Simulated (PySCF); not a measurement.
## Mayer bond orders and bond lengths

Compound: C₃H₉Cl₃Si₂.
Atom-mapped SMILES: `[CH3:1][Si:2]([CH3:3])([CH3:4])[Si:5]([Cl:6])([Cl:7])[Cl:8]` (hydrogens: H9, H10, H11 on C1; H12, H13, H14 on C3; H15, H16, H17 on C4)

Geometry (GFN2-xTB, Å), atoms numbered from 1 in this order:
```xyz
17
C3H9Cl3Si2 angstrom
C     -0.8073   -0.2740    1.7848
Si    -0.1556   -0.1164   -0.0013
C      0.3726   -1.8269   -0.6611
C     -1.4956    0.6431   -1.1273
Si     1.7146    1.2994    0.0011
Cl     2.5170    1.5582   -1.8555
Cl     3.2365    0.6091    1.1699
Cl     1.2976    3.1732    0.6888
H     -0.0500   -0.6869    2.4451
H     -1.6764   -0.9233    1.8381
H     -1.0966    0.6933    2.1853
H      1.1478   -2.2659   -0.0395
H      0.7664   -1.7556   -1.6709
H     -0.4612   -2.5226   -0.6836
H     -2.3865    0.0228   -1.1643
H     -1.7952    1.6256   -0.7739
H     -1.1351    0.7589   -2.1454
```

Bond orders from the PBE0/pcSseg-1 density (PySCF). Geometry: GFN2-xTB; no solvent, vibrations or thermal averaging.

(1) How far do the computed orders between heavy atoms stray from the drawn ones?

(2) Give the Mayer order of every bond, beside its length.

(3) Sum the orders of all bonds at each heavy atom with more than one neighbour and set the sums beside the valence in the SMILES.

Answers

(1) The largest departure is 0.148, at Si2–Si5 (drawn single, 0.852). Drawn single, order below 0.88: Si2–Si5 (0.852).

(2) 
```tsv
bond	drawn as	length (Å)	Mayer order
C1–Si2	single	1.908	0.969
Si2–C3	single	1.908	0.969
Si2–C4	single	1.908	0.969
Si2–Si5	single	2.346	0.852
Si5–Cl6	single	2.039	1.010
Si5–Cl7	single	2.039	1.010
Si5–Cl8	single	2.039	1.010
C1–H9	single	1.086	0.951
C1–H10	single	1.086	0.952
C1–H11	single	1.086	0.951
C3–H12	single	1.086	0.951
C3–H13	single	1.086	0.951
C3–H14	single	1.086	0.952
C4–H15	single	1.086	0.953
C4–H16	single	1.086	0.951
C4–H17	single	1.086	0.951
```

(3) C1 3.823 (drawn 4), Si2 3.759 (drawn 4), C3 3.823 (drawn 4), C4 3.824 (drawn 4), Si5 3.882 (drawn 4). Orders between atoms that aren't bonded are not in these sums.

For a closed shell the Mayer order of atoms A and B is Σ (PS)μν (PS)νμ over the basis functions μ on A and ν on B, with P the density and S the overlap matrix.
